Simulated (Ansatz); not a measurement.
C$_{4}$H$_{10}$Zn (SMILES C[CH2][Zn][CH2]C), singlet, at a GFN2-xTB geometry (such geometries of metal compounds can be far from the true shape); HF/STO-3G (Ansatz, an electronic-structure program).

Ansatz was given this input:
Ansatz 0.2 input:
```yaml
crystal:
  periodic: [false, false, false]
  atoms:
    - {symbol: Zn, position_ang: [-0.30746635, 0.04716029, 0.62768990]}
    - {symbol: C, position_ang: [1.31390756, -1.19685824, 0.96147938]}
    - {symbol: C, position_ang: [1.90057200, -1.54116347, -0.40799597]}
    - {symbol: H, position_ang: [1.05371279, -2.12216509, 1.47556822]}
    - {symbol: H, position_ang: [2.08550385, -0.71498622, 1.56321157]}
    - {symbol: H, position_ang: [2.21105267, -0.64433962, -0.94464031]}
    - {symbol: H, position_ang: [1.17887263, -2.07575537, -1.02592346]}
    - {symbol: H, position_ang: [2.77961763, -2.18124983, -0.30053390]}
    - {symbol: C, position_ang: [-1.48661245, 1.23677694, -0.58987469]}
    - {symbol: C, position_ang: [-0.76352145, 1.35347508, -1.93213218]}
    - {symbol: H, position_ang: [-1.64678273, 2.23759983, -0.18841351]}
    - {symbol: H, position_ang: [-2.47552791, 0.80937270, -0.75924929]}
    - {symbol: H, position_ang: [-0.62076556, 0.37589875, -2.39316623]}
    - {symbol: H, position_ang: [0.21393698, 1.82253568, -1.81723591]}
    - {symbol: H, position_ang: [-1.34170370, 1.96489878, -2.62917367]}
basis:
  gaussian:
    orbitals: STO-3G
hamiltonian:
  xc: hf
```

The log (banner, timings and long lists left out):

```
Functional definition: HF
581 factors; integrals over basis functions are off by at most 4.4e-4 eV
mean field evaluation 1: about -51617.7812 eV, gradient 4.8e2 eV
mean field evaluation 2: about -51618.3336 eV, gradient 4.8e2 eV
mean field evaluation 4: about -50544.8338 eV, gradient 3.7e2 eV
mean field evaluation 8: about -52044.4130 eV, gradient 1.9e1 eV
mean field evaluation 16: about -52046.2070 eV, gradient 2.8e-1 eV
mean field evaluation 32: about -52045.9420 eV, gradient 1.0e0 eV
mean field evaluation 64: about -52045.1461 eV, gradient 7.3e0 eV
mean field evaluation 96: about -52006.0503 eV, gradient 2.8e1 eV
mean field evaluation 128: about -51997.7085 eV, gradient 7.1e1 eV
mean field evaluation 160: about -52045.8689 eV, gradient 1.3e0 eV
mean field evaluation 192: about -52015.2052 eV, gradient 1.1e2 eV
mean field -52046.21218138 eV, -1912.6630194759 hartree, gradient 1.3e-5 eV, S^2 0.000000; 1 other end points of the search recorded, 0 dependent functions left out
reference -52046.21218138 eV, -1912.6630194759 hartree; 32, 32 occupied and 16, 16 virtual orbitals, 581 factors
Total energy: -52046.21218138 eV, -1912.6630194759 hartree
```
